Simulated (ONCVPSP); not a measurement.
**Varying the ONCV potential for hafnium (Hf)**

Base potential:

| Quantity | Value |
| --- | --- |
| Element | hafnium (Hf) |
| Generator | ONCVPSP 4.0.1 |
| Type | optimised norm-conserving Vanderbilt (ONCV) |
| Functional | PW91 |
| Relativity | fully relativistic |
| Frozen core | [Kr] 4d10 4f14 |
| Valence charge | 12 |
| Reference configuration | 5s2 5p6 5d2 6s1.5 (charge +0.5) |
| Partial waves | 5s+6s: rc 2.20 bohr, ncon 4, nbas 8, qcut 4.6 1/bohr, 2 projectors; 5p: rc 1.75 bohr, ncon 3, nbas 7, qcut 8.7 1/bohr, 2 projectors, debl 3.5 Ha; 5d: rc 2.60 bohr, ncon 3, nbas 7, qcut 6.6 1/bohr, 2 projectors, debl 2.7 Ha |
| Local potential | polynomial inside 1.35 bohr (lpopt 5, dvloc0 2 Ha) |
| Core correction | Teter function fitted to the true core (icmod 2), fcfact 0.7 |

Open shells are filled in proportion to 2j + 1.

Cutoffs, loose and tight: the cutoffs (Ha) at which the residual kinetic energy of the hardest occupied pseudo-wave falls to 1 and 0.1 mHa per electron. They do not see the model core or the augmentation charge, which bear on the density cutoff. Test errors are all-electron minus pseudo excitation energies from the reference, over the configurations 5s2 5p6 5d2 6s2; 5s2 5p6 5d2 6s1; 5s2 5p6 5d2 6s0; 5s2 5p6 5d3 6s1. A dash means not determined; rows that change the core or the reference have their own tests.

```tsv
change	outcome	cutoff, loose	cutoff, tight	bound ghosts	GHOST(+) flags above zero	largest test error (meV)
base	generated	23 Ha	28 Ha	none	d3/2	+8.0
local potential polynomial inside 1.35 bohr (lpopt 5, dvloc0 8 Ha)	generated	23 Ha	28 Ha	none	none	+7.9
s: ncon 5, nbas 9	generated	23 Ha	28 Ha	none	d3/2	+8.5
core correction Teter function, fcfact 3.5, rcfact 1.25	generated	23 Ha	28 Ha	none	d3/2	+9.3
core [Xe] 4f14, valence charge 4; reference 5d2 6s1.5 6p0.5; waves now 6s: rc 2.65 bohr, ncon 4, nbas 8, qcut 2.7 1/bohr, 2 projectors, debl 3.5 Ha; 6p: rc 4.00 bohr, ncon 5, nbas 9, qcut 1.7 1/bohr, 2 projectors, debl 3.7 Ha; 5d: rc 3.05 bohr, ncon 4, nbas 8, qcut 5.2 1/bohr, 1 projector; local potential polynomial inside 2.05 bohr (lpopt 5, dvloc0 1 Ha)	failed: ERROR pspot: first pseudo wave function has node, program will stop	–	–	–	–	–
core correction Teter function fitted to the true core (icmod 2), fcfact 0.54	generated	23 Ha	28 Ha	none	d3/2	+7.8
local potential polynomial inside 1.20 bohr (lpopt 5, dvloc0 0 Ha)	generated	23 Ha	28 Ha	none	s, d3/2	+8.2
p: rc 1.7	generated	23 Ha	28 Ha	none	d3/2	+8.0
```
